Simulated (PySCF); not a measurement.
**A small calculation by hand: chemical shift, span and skew from a shielding tensor**

C3H8BNO, SMILES NB(C=C)OC. Atoms are numbered in the order given.

```xyz
14

B     -0.4117    -0.0324     0.0000
C     -0.3720    -1.5992     0.0000
C      0.7728    -2.2924     0.0000
H     -1.3140    -2.1647     0.0000
H      0.8023    -3.3875     0.0000
H      1.7366    -1.7717     0.0000
O      0.7907     0.6295     0.0000
C      0.8626     2.0211     0.0000
H      0.3858     2.4631    -0.8952
H      1.9206     2.3227     0.0000
H      0.3858     2.4631     0.8952
N     -1.6429     0.6565     0.0000
H     -2.5257     0.1665     0.0000
H     -1.7389     1.6620     0.0000
```
Charge 0, spin multiplicity 1.

Coordinates come from a PBE0-D3(BJ)/def2-SVP optimisation. Other conformers were not sampled.

GIAO shieldings from PySCF with PBE/pcSseg-1, non-relativistic, no solvent. The symmetric part of the tensor of C2 has the principal values -75.9, 34.2, 160.8 ppm. The same nucleus in TMS has σ = 182.0 ppm at this level (PySCF, at its B3LYP-D3(BJ)/def2-TZVP geometry).

Q: Work out the isotropic shielding, the ¹³C shift against TMS, the span and the skew.

A: 
σ(iso) = (σ11 + σ22 + σ33)/3 = 39.7 ppm. δ = σ(ref) − σ(iso) = 182.0 − (39.7) = 142.3 ppm.
Span Ω = σ33 − σ11 = 236.7 ppm. Skew κ = 3(σ(iso) − σ22)/Ω = 0.07. Tumbling in solution averages the tensor to δ; in a static solid the shielding alone would spread this spin-1/2 line over Ω.
